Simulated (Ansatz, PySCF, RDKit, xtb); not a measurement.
SiH4 (SMILES [SiH4]) and C2H6 (SMILES CC) are pulled apart as rigid monomers along the line of their centres of mass, from the B3LYP-D3(BJ)/def2-TZVP minimum. Starting geometry (charge 0, multiplicity 1):
| atom | x (Å) | y (Å) | z (Å) |
|---|---|---|---|
| Si | -0.2623 | -0.0583 | 0.2181 |
| H | -0.0498 | 1.2741 | 0.8257 |
| H | -1.6462 | -0.5091 | 0.4846 |
| H | 0.6944 | -1.0238 | 0.8031 |
| H | -0.0438 | 0.0266 | -1.2440 |
| C | 0.8882 | 0.2564 | 4.1617 |
| C | -0.5595 | -0.1834 | 3.9661 |
| H | 1.3844 | 0.4260 | 3.2044 |
| H | 1.4626 | -0.4992 | 4.7011 |
| H | 0.9465 | 1.1855 | 4.7322 |
| H | -1.1352 | 0.5719 | 3.4273 |
| H | -1.0564 | -0.3527 | 4.9235 |
| H | -0.6190 | -1.1134 | 3.3973 |

Interaction energies with rigid monomers; basis-set methods are counterpoise corrected unless marked otherwise.

Cores are frozen in the correlated methods. Rows in 6-31G* carry no dispersion term and start afresh at each structure (6-31G* with six Cartesian d functions).

The values were computed with Ansatz (Gaussian basis) for Hartree–Fock, density functionals and correlated methods; PySCF for 6-31G* rows, the dispersion terms; RDKit for the force fields; xtb for the GFN methods. Values without a source in brackets are computed.

```
Si1···C7 (Å)  UFF (kcal/mol)  GFN1-xTB (kcal/mol)  HF/6-31G* (kcal/mol)  r2SCAN-D3(BJ)/def2-TZVPPD (kcal/mol)  CCSD/aug-cc-pV(D+d)Z (kcal/mol)
------------  --------------  -------------------  --------------------  ------------------------------------  -------------------------------
3.39                   -0.06                -2.23                  3.30                                 -0.45                             0.55
3.76                   -1.53                -2.05                  0.99                                 -1.12                            -0.64
4.32                   -1.09                -1.09                  0.14                                 -0.79                            -0.61
5.25                   -0.41                -0.33                 -0.01                                 -0.28                            -0.22
6.74                     ___                -0.07                   ___                                 -0.06                            -0.05
```

Task: Some entries are withheld; supply them.

Result: 
- 6.74, HF/6-31G* (kcal/mol): 0.00
- 6.74, UFF (kcal/mol): -0.09

Ansatz is an electronic-structure program.
